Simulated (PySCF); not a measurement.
Excited states of S⁶⁺ (sulfur, charge +6)

Ground state [Ne], ¹S. All numbers are calculated (PySCF 2.14, the non-relativistic Hamiltonian (point nucleus), in aug-cc-pV(D+d)Z with two added diffuse shells each of s, p, d type (7s6p5d, 50 functions)). Vertical excitation energies in eV without spin-orbit coupling; excited terms of each kind are numbered among those the solver found. Frozen: 1s2.

| term | leading excitation | EOM-EE-CCSD |
| --- | --- | --- |
| 1 3P° | 2p → s | 172.76 |
| 1 1P° | 2p → s | 173.74 |
| 1 3S | 2p → p | 185.03 |
| 1 3D | 2p → p | 186.76 |
| 1 1D | 2p → p | 187.40 |
| 1 1P | 2p → p | 187.71 |
| 1 3P | 2p → p | 187.73 |
| 1 1S | 2p → p | 193.60 |
| 2 3P° | 2p → d | 207.19 |
| 1 3F° | 2p → d | 207.90 |
| 1 1F° | 2p → d | 208.44 |
| 1 1D° | 2p → d | 208.85 |
| 2 3S | 2p → p | 232.84 |
| 2 1D | 2p → p | 233.95 |

The solver can miss terms.
